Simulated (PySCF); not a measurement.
C$_{2}$H$_{6}$N (SMILES [CH2]CN), doublet, at a GFN2-xTB geometry. Base run: M062X/STO-3G in PySCF.

Geometry (Å):
```xyz
9

C      1.1885    -0.4242    -0.0048
C      0.1186     0.5905    -0.0036
N     -1.2123    -0.0500     0.0072
H      1.4834    -0.8930     0.9159
H      1.4561    -0.9176    -0.9211
H      0.1567     1.2186    -0.8970
H      0.1675     1.2277     0.8826
H     -1.3048    -0.6393     0.8291
H     -1.3160    -0.6440    -0.8100
```
Charge 0, spin multiplicity 2.
Orbitals are unrestricted.
All else is at PySCF's defaults.
Base energy -132.78087 Eh.

Each row names what was changed in the base input (with any setting that the change needs).

```
change                   ΔE vs base (µEh)  SCF cycles  <S^2>
-----------------------  ----------------  ----------  -----
base                                  0.0          10  0.756
conv_tol_grad = 1e-3                  0.0          10  0.756
init_guess = huckel                   0.0          11  0.756
conv_tol = 1e-11                      0.0          11  0.756
conv_tol = 1e-7                       0.0           8  0.756
init_guess = sap                      0.0          11  0.756
conv_tol = 1e-4                       3.4           5  0.756
diis_space = 4                        0.0          11  0.756
diis_space = 2                        0.0          14  0.756
diis_space = 20                       0.0          10  0.756
init_guess = 1e                       0.0          17  0.756
DIIS = EDIIS                          0.0          27  0.756
init_guess = mod_huckel               0.0          11  0.756
```

Open shells are given as the SCF converged; they aren't shown to be the lowest states, and a large step between rows can be another state.
